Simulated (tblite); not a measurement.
C5H14OP2Si.
Structure used (GFN2-xTB), in Å, numbered top down from 1:
```
atom  x, y, z in Å
C1    -3.234    0.305    0.468
Si2   -1.563   -0.057   -0.347
C3    -0.496    1.517   -0.403
C4     0.900    1.193   -0.912
P5     1.684    0.018    0.264
O6     1.707    0.509    1.652
P7     3.684   -0.362   -0.563
C8     0.779   -1.570    0.066
C9    -0.623   -1.394    0.627
H10   -3.778    1.060   -0.087
H11   -3.120    0.660    1.487
H12   -3.850   -0.587    0.496
H13   -1.738   -0.541   -1.735
H14   -0.399    1.928    0.604
H15   -0.949    2.293   -1.023
H16    0.883    0.755   -1.911
H17    1.535    2.086   -0.937
H18    4.029   -1.026    0.610
H19    4.114    0.858   -0.050
H20    1.342   -2.326    0.625
H21    0.769   -1.856   -0.986
H22   -0.530   -1.086    1.671
H23   -1.151   -2.349    0.620
```

Computed with GFN2-xTB (tblite): harmonic, unscaled wavenumbers at the GFN2-xTB geometry, gas phase. Against measured fundamentals such values can be off by several per cent, at times by over 20. Modes of hydrogen on phosphorus and silicon can be 10 to 20 % off. One conformer, not necessarily the lowest.

Problem. How many normal modes are there?

Solution. 23 atoms, non-linear: 3N − 6 = 63.

Problem. What is the point group of the computed structure, and how do the modes divide by symmetry?

Solution. Cs. The vibrations span 35 a′ + 28 a″.

Problem. How many distinct wavenumbers does the calculation give?

Solution. 63: Cs has no degenerate species.

Problem. How many fundamentals are allowed in the infrared by symmetry?

Solution. 63 of 63: in Cs every mode is allowed. All fundamentals are allowed in the Raman spectrum.

Problem. How large is the harmonic zero-point energy?

Solution. Half the sum of the wavenumbers, 39041 cm⁻¹, or 467.0 kJ/mol from 63 modes, 236.6 kJ/mol of it from above 1550 cm⁻¹.

Problem. What thermal excitation has the softest real mode at 298.15 K?

Solution. θ = hcν̃/k = 68 K for 47.6 cm⁻¹, so N1/N0 = 0.79 and ⟨v⟩ = 1/(exp(θ/T) − 1) = 3.9.
